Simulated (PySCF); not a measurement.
## Radial density of Ne⁺ (neon, charge +1)

UHF, [He] 2s1 2p5 3s1, high-spin 4P determinant (an excited configuration). Computed with PySCF 2.14 in aug-cc-pCVQZ-DK (9s8p6d4f2g, 109 functions), with scalar relativity by spin-free X2C-1e.

| r (bohr) | 4πr²ρ (e/bohr) | 4πr²(ρα − ρβ) |
| --- | --- | --- |
| 0.00241 | 0.04662 | 0.0017 |
| 0.00405 | 0.1240 | 0.0044 |
| 0.00682 | 0.3249 | 0.0115 |
| 0.0115 | 0.8247 | 0.0291 |
| 0.0193 | 1.975 | 0.0694 |
| 0.0324 | 4.269 | 0.1480 |
| 0.0546 | 7.765 | 0.2598 |
| 0.0918 | 10.62 | 0.3225 |
| 0.154 | 9.354 | 0.2562 |
| 0.260 | 5.665 | 0.5683 |
| 0.437 | 6.136 | 1.9986 |
| 0.735 | 6.497 | 2.4668 |
| 1.24 | 2.466 | 0.7718 |
| 2.08 | 0.5540 | 0.3756 |
| 3.50 | 0.3077 | 0.3047 |
| 5.88 | 0.008307 | 0.0083 |

Densities and radii are taken from the X2C orbitals without a picture-change correction, which distorts them close to the nucleus.

The outer electron is Rydberg-like, and this basis confines it to a smaller radius and binds it less than a complete one would.
